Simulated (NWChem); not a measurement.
System: InPH4; SMILES [InH2][PH2]

NWChem input:

```
start job
memory heap 200 mb stack 900 mb global 1100 mb
geometry units angstroms noautoz
  In    -0.025114     0.700369    -0.012635
  H      1.503293     1.513555    -0.092953
  H     -1.525050     1.556622     0.129252
  P     -0.052868    -1.810282     0.071122
  H      0.921719    -1.958000    -0.963246
  H     -1.171797    -1.931627    -0.808877
end
basis spherical
  * library def2-svp
end
ecp
  In library def2-ecp
end
dft
  xc b3lyp
  iterations 150
  mulliken
end
task dft energy
```

Parts of the log:

```
             Northwest Computational Chemistry Package (NWChem) 7.3.0
             --------------------------------------------------------

 CS  symmetry detected

                             Geometry "geometry" -> ""
                             -------------------------

 Output coordinates in angstroms (scale by  1.889725989 to convert to a.u.)

  No.       Tag          Charge          X              Y              Z
 ---- ---------------- ---------- -------------- -------------- --------------
    1 In                  49.0000     0.01118522     0.60706023     0.00000000
    2 H                    1.0000     0.04878863     1.44162148     1.51839442
    3 H                    1.0000     0.04878863     1.44162148    -1.51839442
    4 P                   15.0000     0.07505799    -1.90432867     0.00000000
    5 H                    1.0000    -0.88576141    -2.03213208     1.04968217
    6 H                    1.0000    -0.88576141    -2.03213208    -1.04968217

 Effective nuclear repulsion energy (a.u.)     218.5467387326

      Symmetry information
      --------------------

 Group name             Cs
 Group number              2
 Group order               2
 No. of unique centers     4

                                 NWChem DFT Module
                                 -----------------

 Summary of "ao basis" -> "ao basis" (spherical)
 ------------------------------------------------------------------------------
       Tag                 Description            Shells   Functions and Types
 ---------------- ------------------------------  ------  ---------------------
 In                         def2-svp                10       26   4s4p2d
 H                          def2-svp                 3        5   2s1p
 P                          def2-svp                 8       18   4s3p1d

      Symmetry analysis of basis
      --------------------------

        a'         41
        a"         23

            General Information
            -------------------
          SCF calculation type: DFT
          Wavefunction type:  closed shell.
          No. of atoms     :     6
          No. of electrons :    40
           Alpha electrons :    20
            Beta electrons :    20
          Charge           :     0
          Spin multiplicity:     1
          Use of symmetry is: on ; symmetry adaption is: on
          Maximum number of iterations: 150
          AO basis - number of functions:    64
                     number of shells:    30
          Convergence on energy requested:  1.00D-06
          Convergence on density requested:  1.00D-05
          Convergence on gradient requested:  5.00D-04

              XC Information
              --------------
                         B3LYP Method XC Potential
                     Hartree-Fock (Exact) Exchange  0.200
                        Slater Exchange Functional  0.800 local
                    Becke 1988 Exchange Functional  0.720 non-local
              Lee-Yang-Parr Correlation Functional  0.810
                  VWN I RPA Correlation Functional  0.190 local

             Grid Information
             ----------------
          Grid used for XC integration:  medium
          Radial quadrature: Mura-Knowles
          Angular quadrature: Lebedev.
          Tag              B.-S. Rad. Rad. Pts. Rad. Cut. Ang. Pts.
          ---              ---------- --------- --------- ---------
          In                  1.55      123          10.0       590
          H                   0.35       45          11.0       434
          P                   1.00       88          10.0       590
          Grid pruning is: on
          Number of quadrature shells:   301
          Spatial weights used:  Erf1

      Superposition of Atomic Density Guess
      -------------------------------------

 Sum of atomic energies:        -560.58507826

      Non-variational initial energy
      ------------------------------

 Total energy =    -532.050293
 1-e energy   =   -1013.377106
 2-e energy   =     378.298626
 HOMO         =      -0.262095
 LUMO         =      -0.009971

      Symmetry analysis of molecular orbitals - initial
      -------------------------------------------------

  Numbering of irreducible representations:

     1 a'          2 a"

  Orbital symmetries:

     1 a'          2 a'          3 a"          4 a'          5 a'
     6 a'          7 a"          8 a'          9 a'         10 a'
    11 a"         12 a'         13 a'         14 a"         15 a'
    16 a'         17 a"         18 a'         19 a"         20 a'
    21 a'         22 a'         23 a"         24 a'         25 a'
    26 a"         27 a'         28 a"         29 a'         30 a'

     ---------------------------------------------
      Total Density - Mulliken Population Analysis
     ---------------------------------------------

    Atom       Charge   Shell Charges
 -----------   ------   -------------------------------------------------------
    1 In  21    20.33   2.60 -0.60  0.82  0.42  3.23  2.77  0.75  0.32  9.69  0.35
    2 H    1     1.20   0.67  0.52  0.01
    3 H    1     1.20   0.67  0.52  0.01
    4 P   15    15.37   2.00  1.99  1.18  0.56  5.94  1.43  2.22  0.05
    5 H    1     0.94   0.64  0.28  0.02
    6 H    1     0.94   0.64  0.28  0.02

   convergence    iter        energy       DeltaE   RMS-Dens  Diis-err
 ---------------- ----- ----------------- --------- --------- ---------
 d= 0,ls=0.0,diis     1   -533.8185196102 -6.37D+02  1.23D-02  1.38D-01
 d= 0,ls=0.0,diis     2   -533.8364249017 -1.79D-02  5.13D-03  3.17D-02
 d= 0,ls=0.0,diis     3   -533.8410463849 -4.62D-03  2.18D-03  1.20D-02
 d= 0,ls=0.0,diis     4   -533.8432869928 -2.24D-03  4.04D-04  2.69D-04
 d= 0,ls=0.0,diis     5   -533.8433336180 -4.66D-05  1.10D-04  2.38D-05
  Resetting Diis
 d= 0,ls=0.0,diis     6   -533.8433382766 -4.66D-06  1.56D-05  5.67D-07
 d= 0,ls=0.0,diis     7   -533.8433383694 -9.29D-08  5.76D-06  2.63D-08

         Total DFT energy =     -533.843338369444
      One electron energy =    -1014.425857094524
           Coulomb energy =      419.036270047590
    Exchange-Corr. energy =      -41.481938503159
 Nuclear repulsion energy =      103.028187180649

 Numeric. integr. density =       39.999970292960

                  Occupations of the irreducible representations
                  ----------------------------------------------

                     irrep           alpha         beta
                     --------     --------     --------
                     a'               14.0         14.0
                     a"                6.0          6.0

                       DFT Final Molecular Orbital Analysis
                       ------------------------------------

 Vector   18  Occ=2.000000D+00  E=-3.082137D-01  Symmetry=a'
              MO Center=  9.9D-02, -1.3D+00,  9.0D-15, r^2= 3.2D+00
   Bfn.  Coefficient  Atom+Function         Bfn.  Coefficient  Atom+Function
  ----- ------------  ---------------      ----- ------------  ---------------
    47      0.318570  4 P  px                44      0.296723  4 P  px
    39      0.278257  4 P  s                 40      0.266835  4 P  s
    55     -0.195660  5 H  s                 60     -0.195660  6 H  s
    12     -0.191161  1 In py                38      0.178937  4 P  s
    41     -0.169777  4 P  px                56     -0.139739  5 H  s

 Vector   19  Occ=2.000000D+00  E=-2.945431D-01  Symmetry=a"
              MO Center=  2.3D-02,  1.1D+00, -1.3D-15, r^2= 3.4D+00
   Bfn.  Coefficient  Atom+Function         Bfn.  Coefficient  Atom+Function
  ----- ------------  ---------------      ----- ------------  ---------------
    13      0.337433  1 In pz                27      0.315189  2 H  s
    32     -0.315189  3 H  s                 28      0.210852  2 H  s
    33     -0.210852  3 H  s                 18     -0.155354  1 In d -1
    10     -0.115895  1 In pz                16      0.114369  1 In pz
     7     -0.107560  1 In pz                55     -0.063084  5 H  s

 Vector   20  Occ=2.000000D+00  E=-2.475452D-01  Symmetry=a'
              MO Center=  8.1D-02, -1.3D+00, -1.4D-14, r^2= 3.8D+00
   Bfn.  Coefficient  Atom+Function         Bfn.  Coefficient  Atom+Function
  ----- ------------  ---------------      ----- ------------  ---------------
    48      0.397479  4 P  py                45      0.310932  4 P  py
    12     -0.275266  1 In py                40     -0.239123  4 P  s
    47     -0.224032  4 P  px                42     -0.175611  4 P  py
    39     -0.173344  4 P  s                 44     -0.160013  4 P  px
    27     -0.125241  2 H  s                 32     -0.125241  3 H  s

 Vector   21  Occ=0.000000D+00  E=-7.424321D-02  Symmetry=a'
              MO Center= -4.9D-02,  5.3D-01, -8.8D-16, r^2= 4.7D+00
   Bfn.  Coefficient  Atom+Function         Bfn.  Coefficient  Atom+Function
  ----- ------------  ---------------      ----- ------------  ---------------
    14      0.603304  1 In px                11      0.537193  1 In px
    40     -0.221475  4 P  s                  8     -0.149283  1 In px
    56      0.142435  5 H  s                 61      0.142435  6 H  s
     5     -0.138356  1 In px                48      0.096461  4 P  py
    47     -0.084035  4 P  px                44     -0.073960  4 P  px

 Vector   22  Occ=0.000000D+00  E=-9.534835D-03  Symmetry=a'
              MO Center=  8.0D-02, -9.0D-03,  1.6D-14, r^2= 5.5D+00
   Bfn.  Coefficient  Atom+Function         Bfn.  Coefficient  Atom+Function
  ----- ------------  ---------------      ----- ------------  ---------------
     4      0.985851  1 In s                 48     -0.629948  4 P  py
     3      0.566844  1 In s                 40     -0.563730  4 P  s
    28     -0.481303  2 H  s                 33     -0.481303  3 H  s
    15     -0.429878  1 In py                 1     -0.305715  1 In s
    39     -0.248220  4 P  s                 45     -0.222841  4 P  py

[...]
```

Level: B3LYP/def2-SVP with def2 effective core potentials on In. Structure relaxed at the PBE0/def2-SVP level. def2 effective core potentials on In; no spin-orbit coupling.
